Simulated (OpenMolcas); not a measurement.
# 4d ions of charge +5 along the row

```yaml
Program: OpenMolcas 26.06
Method: SS-CASPT2, IPEA 0.25 Eh, imaginary shift 0.1 Eh
Basis: ANO-R3
Scalar_Hamiltonian: X2C, finite nucleus
Spin-orbit_coupling: RASSI with atomic mean-field integrals over the reference wave functions, term energies averaged over their components
```

Active space: the 4d shell; CASPT2 also correlates the outermost closed s and p core shells.

B and C come from two terms' centres of gravity (d2, d8: 3P = 15B, 1G = 12B + 2C; d3, d7: 4P = 15B, 2G = 4B + 3C; d4, d6: 3G = 9B + 4C, 3H = 4B + 4C; d5: 4D = 17B + 5C, 4G = 10B + 5C, above the ground term), where all their levels are at least 80 % pure. ζ = ±2S·A comes from the whole width of the ground multiplet by E(J) = (A/2) J(J+1), where its levels are at least 85 % pure. Energies in cm-1.

```
 Ion  Configuration  Lowest level  Weight (%)    B     C     ζ  ζ measured
Tc5+            4d2           3F2          98  844  3256  1209            
Ru5+            4d3        4F 3/2          98             1398            
Rh5+            4d4           5D0          96             1780            
Pd5+            4d5        6S 5/2          98                             
Ag5+            4d6           5D4          97             2081        2152
```

Measured columns use the levels in the list in Gamrath, thesis, University of Mons (2023) (Ag5+).

The computed ζ goes from 1209 (Tc5+) to 2081 cm-1 (Ag5+), a factor of 1.72, rising at every step.

CASPT2 does not keep the components of a term degenerate, so their means are used; among the low terms the widest spread is 870 cm-1 (4d2 1G, Tc5+). The CASPT2 spread within a term exceeds the gap to the next term for 4d3 2P and 4d3 2H, so the order of their levels is uncertain (holds for Ru5+). Computed and measured levels are paired by configuration, term and J; levels that our copy of the source lacks, or whose pairing is in doubt (as where it misses far off the trend of its configuration), stay unpaired and out of the deviations. Only configurations of the active space appear.
